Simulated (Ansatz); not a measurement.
`[OH][GeH2][I]` and `O[SiH2]I` differ in one element.

Ansatz, PBE0-D4/def2-TZVP geometries, multiplicity 1. Each molecule was computed in one conformer, which needn't be the lowest.

Elements past krypton have def2 core potentials. Scalar relativity is left out up to krypton.

```
                               property  `[OH][GeH2][I]`
  LUMO energy (ωB97M-V/def2-TZVPP) / eV             0.93
    HOMO energy (B3LYP/def2-TZVPP) / eV            -7.43
HOMO–LUMO gap (ωB97M-V/def2-TZVPP) / eV            10.74
    LUMO energy (B3LYP/def2-TZVPP) / eV            -1.21
      LUMO energy (PBE/def2-TZVPP) / eV            -1.78
  HOMO energy (ωB97M-V/def2-TZVPP) / eV            -9.81
```

Question: What does the change do to each property? (An estimate is asked.)

Answer: Computed: 
```tsv
property	`O[SiH2]I`	shift
LUMO energy (ωB97M-V/def2-TZVPP) / eV	1.50	0.57
HOMO energy (B3LYP/def2-TZVPP) / eV	-7.44	-0.01
HOMO–LUMO gap (ωB97M-V/def2-TZVPP) / eV	11.32	0.58
LUMO energy (B3LYP/def2-TZVPP) / eV	-0.53	0.68
LUMO energy (PBE/def2-TZVPP) / eV	-1.14	0.64
HOMO energy (ωB97M-V/def2-TZVPP) / eV	-9.82	-0.01
```

B3LYP here is the variant with VWN-RPA as its local correlation; programs differ in this.

Spin–orbit coupling is left out; it splits and shifts lone-pair levels of the heavy atoms by tenths of an eV.
